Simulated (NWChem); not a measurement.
System: ZnF cation; SMILES [F][Zn+]

NWChem input:

```
start job
memory heap 200 mb stack 900 mb global 1100 mb
charge 1
geometry units angstroms
  Zn    -0.193783    -0.183693    -0.285044
  F      0.667170     0.632431     0.981369
end
basis spherical
  * library def2-svp
end
dft
  xc pbe0
  iterations 150
end
driver
  maxiter 120
end
task dft optimize
task dft freq
```

The level has its own optimisation; frequencies are unscaled.

Question: Predict the main results of this run. (PBE0/def2-SVP.) Quantities: r F–Zn (Å); highest harmonic frequency (cm⁻¹); zero-point energy (kcal/mol).

Answer: The r F–Zn (Å) comes out as 1.719, the highest harmonic frequency (cm⁻¹) comes out as 721 and the zero-point energy (kcal/mol) comes out as 1.0.
